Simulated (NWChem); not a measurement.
Molecule: CH$_{2}$GeO$_{3}$; SMILES [O]1[GeH2][O]C1=O

```xyz
7

O      0.0000     0.0000     2.5102
C      0.0000     0.0000     1.3186
O      0.0000    -1.1054     0.4896
Ge     0.0000     0.0000    -0.9812
O      0.0000     1.1054     0.4896
H     -1.3162     0.0000    -1.7778
H      1.3162     0.0000    -1.7778
```
Atoms are numbered in this order, from 1.

All runs: NWChem. Pople sets run with spherical d functions. Geometry: optimised at B3LYP/6-31G* (spherical d). Isolated, static molecule.

GIAO at Hartree-Fock/6-31G*: principal shieldings of O3 are 77.3, 95.1, 316.5 ppm; an isolated water molecule has σ = 323.8 ppm at the same levels.

Q: Find the isotropic 17O shift, its principal values, the span and the skew.

A: 
1. σ(iso) = one third of the sum = 163.0 ppm.
2. δ = σ(reference) − σ = 160.8 ppm against water.
3. δ11, δ22, δ33 = 246.5, 228.7, 7.3 ppm.
4. Span Ω = δ11 − δ33 = 239.2 ppm; skew κ = 3(δ22 − δ(iso))/Ω = 0.85.
